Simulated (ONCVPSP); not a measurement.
# Plane-wave convergence, ONCV potential for hydrogen

ONCVPSP 4.0.1 input, shortened (lines: element, Z, core and valence counts, functional; n l f; lmax; l rc ep ncon nbas qcut; lloc lpopt rc5 dvloc0; l nproj debl; icmod fcfact rcfact), PBEsol, scalar-relativistic:

```
  H 1.00    0    1  -116133      upf
    1    0    1.00
    1
    0    1.35    0.00    4    7    6.10
    1    1.25    0.04    4    7    5.70
    4    5    1.25    3.00
    0    2    3.60
    1    1    1.40
    0    0.00    0.00
```

Question: For each optimised wave give the share of its norm inside rc, the residual kinetic energy above qcut (Ha) and the cutoffs (Ha) for errors of 10, 1, 0.1 and 0.01 mHa per electron.

Answer:

```tsv
wave	norm inside rc	residual KE	10 mHa	1 mHa	0.1 mHa	0.01 mHa
1s	0.456	5.8e-05	6.8	12.4	17.3	53.2
s projector 2	0.144	1.3e-03	10.9	19.3	44.2	87.4
p projector 1	0.003	4.0e-07	0.3	1.0	3.0	7.4
```

The occupied waves need 12 Ha and 17 Ha for 1 and 0.1 mHa. Rows with under 1 % of the norm inside rc give no meaningful cutoff.
